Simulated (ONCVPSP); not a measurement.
What one change does to a pseudopotential (nickel, ONCV)

* Element: Ni
* Generator: ONCVPSP 4.0.1
* Type: optimised norm-conserving Vanderbilt (ONCV)
* Functional: LDA (Perdew-Wang 92)
* Relativity: fully relativistic
* Frozen core: [Ne]
* Valence charge: 18
* Reference configuration: 3s2 3p6 3d8 4s1.75 4p0.25
* Partial waves: 3s+4s: rc 1.25 bohr, ncon 5, nbas 8, qcut 7.5 1/bohr, 2 projectors; 3p+4p: rc 1.10 bohr, ncon 3, nbas 7, qcut 13.5 1/bohr, 2 projectors; 3d: rc 1.35 bohr, ncon 4, nbas 8, qcut 13 1/bohr, 2 projectors, debl 1.3 Ha
* Local potential: polynomial inside 0.95 bohr (lpopt 1, dvloc0 0 Ha)
* Core correction: polynomial model core, fcfact 0.35

Open shells are filled in proportion to 2j + 1.

Change: d: rc 1.94.

Cutoffs: the cutoffs (Ha) at which the residual kinetic energy of the hardest occupied pseudo-wave falls to 1 and 0.1 mHa per electron; they do not see the model core or the augmentation charge, which bear on the density cutoff. Errors are all-electron minus pseudo energies relative to the spin-unpolarised reference configuration.

Question: Predict the effect on cutoff, ghosts and configuration errors.

Answer: The potential gets softer (61 Ha and 102 Ha → 51 Ha and 102 Ha); the errors of the 3 common tests hardly move; neither file shows a bound ghost. A larger radius leaves more room for a smooth pseudo-wave, so fewer plane waves are needed.

```tsv
quantity	base	changed
cutoff, loose	61 Ha	51 Ha
cutoff, tight	102 Ha	102 Ha
loose cutoff by channel	s 50 Ha, p 43 Ha, d 61 Ha	s 50 Ha, p 43 Ha, d 51 Ha
bound ghosts	none	none
GHOST(+) flags under 300 eV	none	none
tests with a reliable result	3 of 4	3 of 4
error for 3s2 3p6 3d8 4s2 4p0, meV [ΔE -1.14 eV]	0.0	0.0
error for 3s2 3p6 3d8 4s1 4p0, meV [ΔE 8.46 eV]	+0.9	+0.7
error for 3s2 3p6 3d8 4s1.5 4p0, meV [ΔE 2.70 eV]	+0.2	+0.2
s: phases at 1.27 bohr within 0.05 rad from the reference energy up to (Ha; the scan ends near 5)	to the end of the scan	to the end of the scan
p3/2: phases at 1.12 bohr within 0.05 rad from the reference energy up to (Ha; the scan ends near 5)	to the end of the scan	to the end of the scan
p1/2: phases at 1.12 bohr within 0.05 rad from the reference energy up to (Ha; the scan ends near 5)	to the end of the scan	to the end of the scan
rms error of d²Exc/dni dnj with the model core, mHa	4.48	4.65
```
